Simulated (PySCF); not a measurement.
**Telling isomers of C$_{3}$H$_{8}$BN apart by NMR**

Level of theory: J: B3LYP/pcJ-1 (spin–dipole term left out of most H,H and C,H couplings), shielding tensors at PBE0/pcSseg-1 (GIAO), PBE0-D3(BJ)/def2-SVP geometry, in PySCF (equivalent nuclei averaged, non-relativistic Hamiltonian, no solvent model, one conformer).

References, each an isolated molecule treated in the same way: ¹H and ¹³C against TMS. Multiplet labels drop J under 1 Hz and among equivalent protons, and merge close values. Unscaled 3J(H,H) run several per cent high. Couplings to H on boron are left out. Carbons bonded to boron are broad in practice. Shifts are as computed. Against solution values, carbons near 30 ppm lie about +2 ppm off and those near 130 ppm about +5 ppm. Of 1313 compounds with measured shifts, 239 miss one by over three times the rms of a fit or turn the order of signals round; such compounds aren't used in these exercises. OH and NH positions are gas-phase values without hydrogen bonding to other molecules.

(1) Tabulate the signals of `[BH3-][N+]#CCC`, `BNC1CC1`, `BNCC=C` and their relative energies.

(2) What is the quickest way to tell [BH3-][N+]#CCC from BNC1CC1?

(3) What is the quickest way to tell BNC1CC1 from BNCC=C?

(4) What is the quickest way to tell [BH3-][N+]#CCC from BNCC=C?

Answers

(1) 
```json
{"SMILES": "[BH3-][N+]#CCC", "carbon types": "1×C 1×CH2 1×CH3", "δC": "117.1, 13.0, 11.4", "δH": "2.39 (qq, 2H), 2.13 (br, 3H), 1.32 (t, 3H)", "E rel. (kcal/mol)": "18.5"}
{"SMILES": "BNC1CC1", "carbon types": "1×CH 2×CH2", "δC": "34.8, 9.3", "δH": "4.78 (br, 2H), 3.75 (br s, 1H), 2.66 (tt, 1H), 0.75 (m, 2H), 0.28 (m, 2H)", "E rel. (kcal/mol)": "2.9"}
{"SMILES": "BNCC=C", "carbon types": "1×CH 2×CH2", "δC": "147.1, 120.2, 55.2", "δH": "6.13 (ddt, 1H), 5.62 (dtd, 1H), 5.52 (dtd, 1H), 4.78 (br, 2H), 4.44 (br s, 1H), 3.86 (q, 2H)", "E rel. (kcal/mol)": "0.0"}
```

Energies are electronic energies at PBE0/pcSseg-1 on these geometries, without zero-point or thermal terms, each for the one conformer computed, which needn't be the lowest.

(2) Count the carbon signals: 3 against 2. The first has a nitrilium-type carbon (C) at 117.1 ppm, the second a three-membered-ring carbon (CH) at 34.8 ppm. In the proton spectra the most deshielded non-exchanging signals are 2.39 (qq, J = 8.7, 5.5 Hz, 2H) and 4.78 (br, 2H).

(3) Count the carbon signals: 2 against 3. The first has a three-membered-ring carbon (CH) at 34.8 ppm, the second an alkene CH at 147.1 ppm. In the proton spectra the most deshielded non-exchanging signals are 4.78 (br, 2H) and 6.13 (ddt, J = 18.3, 11.8, 3.7 Hz, 1H).

(4) Both give the same number of carbon signals, but DEPT or the intensities differ. The first has a nitrilium-type carbon (C) at 117.1 ppm, the second an alkene CH at 147.1 ppm. In the proton spectra the most deshielded non-exchanging signals are 2.39 (qq, J = 8.7, 5.5 Hz, 2H) and 6.13 (ddt, J = 18.3, 11.8, 3.7 Hz, 1H).
